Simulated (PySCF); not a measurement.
# Hartree-Fock beside MP2: AlBClH2O cation

These are calculations, not measurements. They come from PySCF 2.14.0, an open-source quantum chemistry program, on an isolated molecule that a program drew, which may never have been made. The molecule is AlBClH2O cation (charge +1, singlet), drawn as the SMILES string `[AlH2][O][B+]Cl`.

The geometry was optimised and harmonic frequencies were computed with HF and MP2, all in the cc-pV(D+d)Z basis, for the commonest isotopes, with a restricted reference for singlets and an unrestricted one otherwise, and a frozen core in MP2. Each result is a local minimum of its method.

Geometry at the HF minimum:
```xyz
6
AlBClH2O cation, angstrom
Al   -1.2850    1.1402    0.5565
O    -1.0953    2.6268   -0.5363
B    -0.9700    3.6069   -1.2571
Cl   -0.8021    4.9234   -2.2258
H    -0.8975    1.5136    2.0071
H    -1.7779   -0.0598   -0.2866
```

Lengths of the bonds as drawn, in Å (atoms numbered as above):
```
  bond     HF    MP2
Al1-O2  1.855  1.887
 O2-B3  1.223  1.245
B3-Cl4  1.643  1.648
Al1-H5  1.547  1.549
Al1-H6  1.547  1.549
```

Rotational constants, in GHz:
| constant | HF | MP2 |
|---|---|---|
| A | 117.8 | 116.2 |
| B | 1.367 | 1.335 |
| C | 1.351 | 1.319 |

Harmonic frequencies in cm^-1, each column in rising order, so a row needn't be the same motion in every method:
```
rank    HF   MP2
   1    77    68
   2    92    80
   3   374   353
   4   438   403
   5   458   418
   6   566   530
   7   636     ?
   8   762   734
   9   854   834
  10  1989  1909
  11  2118  2083
  12  2159  2133
```

**Estimate the missing MP2 frequency from the HF column.**

A single factor s that minimises the squared misfit of MP2 against s times HF over the other rows is sum(HF x MP2) / sum(HF^2) = 0.9744, with an rms misfit of 20 cm^-1. For rank 7 it gives 0.9744 x 636 = 620 cm^-1. The calculation gives 611 cm^-1, 9 cm^-1 below the estimate. The drawn bonds are on average 0.8 % longer in MP2 than in HF.
